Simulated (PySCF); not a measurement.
A side-by-side comparison of computed properties.

First species: C6H12Si.
Z-matrix (Å and degrees, GFN2-xTB geometry), rows numbered from 1:
```
C 
C   1  1.5398
Si  2  1.9110  1   90.45
C   3  1.8774  2  118.49  1  -125.77
C   4  1.5028  3  119.22  2  -100.72
C   5  1.4901  4   60.29  3  -108.63
C   1  1.5399  2  100.29  3    12.95
H   1  1.0886  2  110.54  3  -103.76
H   1  1.0893  2  113.64  3   134.62
H   2  1.0865  1  113.71  3   121.65
H   2  1.0881  1  111.82  3  -116.57
H   3  1.4703  2  114.69  1   100.69
H   4  1.0836  3  116.53  2    44.70
H   5  1.0798  4  118.41  6  -108.42
H   5  1.0792  4  118.15  6   108.05
H   6  1.0800  4  118.44  5   108.42
H   6  1.0791  4  118.15  5  -107.99
H   7  1.0865  1  113.68  2  -134.64
H   7  1.0881  1  111.78  2   103.60
```

Second species: C6H12Si.
Bonds: C1–C2 (double), C2–C3, C3–C4, C4–Si5, Si5–C6, Si5–C7, C2–Si5. Hydrogens: H8, H9 on C1; H10, H11 on C3; H12, H13 on C4; H14, H15, H16 on C6; H17, H18, H19 on C7.

Levels: PBE0/def2-SVPD for dipole moment, HOMO energy, LUMO energy, HOMO–LUMO gap, static isotropic polarisability and electronic spatial extent ⟨r²⟩ about the centre of nuclear charge; TDDFT PBE0/def2-SVPD for lowest singlet excitation; TDA PBE0/def2-SVPD for lowest triplet excitation (Tamm–Dancoff); GFN2-xTB for rotational constant A and rotational constant C. Geometries: GFN2-xTB. All species are isolated and taken at one optimised geometry, non-relativistic unless stated. Electronic properties by PySCF.

Dipoles, sizes and rotational constants follow the conformer. The torsions of the flexible species, by atom-mapped SMILES:
- `[CH2:1]1[CH2:2][SiH:3]([CH:4]2[CH2:5][CH2:6]2)[CH2:7]1`: C2–Si3–C4–C5 -101°

Task: Which of the two has the higher dipole moment, and by how much?

Result: The first: 0.71 D against 0.65 D, a difference of 0.06 D.

Task: Which of the two has the higher rotational constant C, and by how much?

Result: The second: 1.552 GHz against 1.095 GHz, a difference of 0.457 GHz.

Task: Which has the higher static isotropic polarisability?

Result: The second: 97.2 au against 93.1 au, a difference of 4.1 au.

Task: Which has the higher T1 energy?

Result: The first: 6.41 eV against 3.97 eV, a difference of 2.44 eV.

Task: Which has the higher rotational constant A?

Result: The first: 5.635 GHz against 2.620 GHz, a difference of 3.015 GHz.

Task: Which of the two has the higher LUMO energy, and by how much?

Result: The first: 0.62 eV against -0.21 eV, a difference of 0.83 eV.

Task: Which of the two has the higher HOMO energy, and by how much?

Result: The second: -7.16 eV against -7.51 eV, a difference of 0.35 eV.

Task: Which has the higher ⟨r²⟩?

Result: The first: 1160 bohr² against 1019 bohr², a difference of 141 bohr².

On the first: The principal polarisabilities are 78.9, 86.4 and 114.1 au; their mean is the isotropic value. The polarisability is 13.80 Å³ as a volume (1 au = 0.148185 Å³), or 1.50 au for each of the 62 electrons.

On the second: The principal polarisabilities are 85.6, 97.2 and 108.7 au; their mean is the isotropic value. The dipole matches unit charges of opposite sign 0.14 Å apart (1 e·Å = 4.8032 D).
